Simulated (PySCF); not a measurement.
## Broadened absorption spectrum of C7H15P

Compound: C7H15P.
InChI=1S/C7H15P/c1-6(2)8(4)5-7(8)3/h6-7H,4-5H2,1-3H3/t7-,8+/m1/s1

The calculation used PySCF 2.14.0, density-fitted response routines, TDDFT wB97X-D/def2-SVPD, vertical, gas phase, core orbitals frozen in the response. One conformer (not necessarily the lowest) at the PBE0-D3(BJ)/def2-SVP geometry, without solvent, vibrations or thermal averaging. Torsions of this conformer, `[CH2:1]=[P@@:2]1([CH:3]([CH3:4])[CH3:5])[CH2:6][C@H:7]1[CH3:8]`: C1–P2–C3–C4 62°.

Each state is given a Gaussian of 0.4 eV full width at half maximum, with ε(max) = 2.175×10⁸ f / Δν̃ (Δν̃ the width in cm⁻¹). The cross-section is σ = 3.8235×10⁻²¹ ε cm², given in Mb (10⁻¹⁸ cm²). The width is an assumption, not a result. The curve ends short of the highest state used, and states not computed would add to its high-energy end.

```csv
λ (nm),σ (Mb)
189.7,8.03
193.7,6.92
197.7,4.95
201.7,3.15
205.7,2.21
209.7,2.09
213.6,2.22
217.6,1.99
221.6,1.35
225.6,0.70
229.6,0.48
233.6,1.08
237.6,3.12
241.6,7.07
245.6,12.26
249.6,16.58
253.5,17.92
257.5,15.87
261.5,11.74
265.5,7.51
269.5,4.46
273.5,2.81
277.5,2.16
281.5,1.96
285.5,1.82
289.5,1.58
293.4,1.26
297.4,0.90
301.4,0.59
305.4,0.35
309.4,0.19
313.4,0.10
317.4,0.05
321.4,0.02
325.4,0.01
329.4,0.00
```

(1) Where are the band maxima, and which computed states make them?

(2) On this curve, what absorbance would a 10⁻⁴ mol/L sample give at 308 nm over a 1 cm path?

(3) Coming from long wavelengths, where does ε first pass 100 L mol⁻¹ cm⁻¹?

Answers

(1) 253 nm (4.90 eV), ε about 4700, made up of S2 (100%); 214 nm (5.80 eV), ε about 580, made up of S3 (83%) and S4 (15%) (ε in L mol⁻¹ cm⁻¹; maxima over ε = 5, shares over 10%). At its high-energy end, 6.54 eV, the curve is still rising (ε about 2100, from S5, S6 and S7). The states used: S1 4.36 eV (f 0.0068); S2 4.90 eV (f 0.070); S3 5.75 eV (f 0.0075); S4 6.04 eV (f 0.0036); S5 6.31 eV (f 0.011); S6 6.45 eV (f 0.0048); S7 6.57 eV (f 0.020); S8 6.93 eV (f 0.026); S9 7.08 eV (f 0.123); S10 7.14 eV (f 0.060).

(2) 308 nm is 4.025 eV, where ε is about 62 L mol⁻¹ cm⁻¹, so A = ε c l ≈ 0.0062 (Beer–Lambert, with the gas-phase spectrum and the assumed width).

(3) At about 305 nm (4.07 eV), 0.29 eV below S1.

From S8 up the states lie above the vertical ionisation energy of 6.72 eV (ΔSCF), that is within the continuum, which a finite basis only mimics.
